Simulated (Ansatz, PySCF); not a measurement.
Gas-phase reaction (SMILES): CC#CC [but-2-yne] + 5 [H][H] (H2) -> 4 C (CH4); energy of full hydrogenation.

Each molecule is optimised on its own at B3LYP-D3(BJ)/def2-TZVP (Ansatz, a first-principles code). Valence correlation only, unless marked. No spin-orbit coupling. Non-relativistic. CBS marks a two-point X^-3 extrapolation of the correlation energy; Hartree-Fock from the larger set. The bracket is a focal-point correction in the basis named. Thermal terms are rigid-rotor harmonic-oscillator values from B3LYP-D3(BJ) frequencies (PySCF) at 298.15 K and 1 atm. 1 Eh = 627.5095 kcal/mol.

| species | E, RI-MP2/CBS(cc-pVTZ,cc-pVQZ)+[CCSD(T)-MP2]/cc-pVTZ (Ansatz) (Eh) | E, wB97M-V/def2-TZVPD (Ansatz) (Eh) | H - E (Eh) |
|---|---|---|---|
| CC#CC | -155.76140 | -155.95010 | 0.09063 |
| [H][H] (H2) | -1.17529 | -1.16077 | 0.01336 |
| C (CH4) | -40.46125 | -40.49098 | 0.04840 |

Q: Work out ΔE and ΔH at 298.15 K at the first level, then ΔH at the second.

A: 
1. ΔE = [4×(-40.46125)] - [(-155.76140) + 5×(-1.17529)] = -0.20715 Eh = -130.0 kcal/mol at RI-MP2/CBS(cc-pVTZ,cc-pVQZ)+[CCSD(T)-MP2]/cc-pVTZ.
2. The terms H - E add up to 0.03617 Eh, so ΔH = (-0.20715 + (0.03617))×627.5095 = -107.3 kcal/mol.
3. At wB97M-V/def2-TZVPD the same steps give ΔE = -131.8 and ΔH = -109.1 kcal/mol, a shift of -1.8 from the first level.
4. Tabulated enthalpies of formation (CC#CC 34.8 kcal/mol, ATcT 1.112; [H][H] (H2) 0.0 kcal/mol, zero by definition; C (CH4) -17.8 kcal/mol, ATcT 1.112) give ΔH = -106.0, so the errors are -1.3 and -3.1 kcal/mol; the tables hold anharmonic motion, scalar relativity, which both levels lack, and core correlation, which the frozen-core level lacks.
